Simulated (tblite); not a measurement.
C4H9F3Si.
Numbering: `[CH3:1][C@H:2]([SiH3:3])[CH2:4][C:5]([F:6])([F:7])[F:8]` (hydrogens: H9, H10, H11 on C1; H12 on C2; H13, H14, H15 on Si3; H16, H17 on C4)

Geometry (GFN2-xTB, Å), atoms numbered from 1 in this order:
```xyz
17
C4H9F3Si angstrom
C      1.284    1.384    0.578
C      0.409    0.138    0.466
Si     1.239   -1.190   -0.646
C     -0.975    0.560   -0.032
C     -1.951   -0.589   -0.114
F     -1.710   -1.408   -1.152
F     -3.217   -0.161   -0.270
F     -1.951   -1.362    0.983
H      0.823    2.129    1.227
H      2.256    1.130    0.992
H      1.439    1.834   -0.400
H      0.284   -0.275    1.473
H      1.067   -0.780   -2.040
H      2.660   -1.199   -0.296
H      0.659   -2.503   -0.388
H     -0.910    0.999   -1.031
H     -1.414    1.304    0.640
```

Computed with GFN2-xTB (tblite): harmonic, unscaled wavenumbers at the GFN2-xTB geometry, gas phase. Errors from tens to a few hundred cm⁻¹ against measured bands are possible. Modes of hydrogen on silicon can be 10 to 20 % off. One conformer, not necessarily the lowest.

Harmonic wavenumbers (cm⁻¹): 36.7, 84.3, 133.0, 172.3, 220.4, 230.6, 285.5, 335.8, 343.6, 382.5, 478.1, 488.6, 551.6, 571.6, 604.2, 661.2, 760.7, 786.5, 807.6, 827.2, 898.6, 964.7, 1007.6, 1038.3, 1046.5, 1103.0, 1153.4, 1185.4, 1197.8, 1279.9, 1298.6, 1336.0, 1422.6, 1457.4, 1504.7, 1508.8, 2269.5, 2273.9, 2319.5, 2942.0, 2956.4, 2986.2, 3005.6, 3028.5, 3048.9.

A = 2562, B = 1122, C = 935.4 MHz; mass 142.043 u (most abundant isotopes); point group C1, symmetry number 1.

Zero-point energy?

½Σν̃ = 26498 cm⁻¹ = 316.99 kJ/mol.

What is S at 298.15 K and 1 bar for an ideal gas of classical rigid rotors and harmonic oscillators?

Translation 170.67, rotation 122.05, vibration 118.14: S = 410.9 J/(mol K).

And Cp and H(298.15 K) − H(0)?

Cp = 162.06 J/(mol K), of which vibrations give 128.80 (their classical limit is 45 R = 374.2); H(298.15 K) − H(0) = 28.92 kJ/mol without the zero-point energy, 19.00 from vibrations.

How do the functions run with temperature in this model?

| T (K) | S (J/(mol K)) | Cp (J/(mol K)) | H − H(0) (kJ/mol) | G − H(0) (kJ/mol) | ln q(vib) |
| --- | --- | --- | --- | --- | --- |
| 150 | 323.6 | 98.2 | 9.56 | -38.98 | 2.80 |
| 250 | 384.1 | 142.0 | 21.59 | -74.44 | 5.31 |
| 400 | 464.0 | 200.2 | 47.42 | -138.17 | 9.16 |
| 600 | 556.5 | 256.1 | 93.44 | -240.46 | 14.20 |
| 900 | 671.1 | 307.8 | 178.72 | -425.23 | 21.20 |

q(vib) and H(0) count from the zero-point level.

Blend soft modes into free rotors: weight 1/[1 + (100 cm⁻¹/ν̃)⁴] for the oscillator and the rest for a rotor with moment μB/(μ + B), μ = h/(8π²ν), B = 10⁻⁴⁴ kg m². What vibrational entropy results?

109.27 J/(mol K) in place of 118.14, which changes −T·S at 298.15 K by +2.65 kJ/mol.

Hindered rotation and anharmonicity are outside this model. Other conformers, if any are populated, would add a mixing term that is left out. The structure is chiral; the term R ln 2 for an equal mix with its mirror image is left out.

Hardware: an Intel Xeon at 2.70 GHz with one thread, shared host with 64 logical CPUs at a one-minute load of 63. Cost: 0.72 s of wall time. This covers the Hessian and the dipole derivatives.
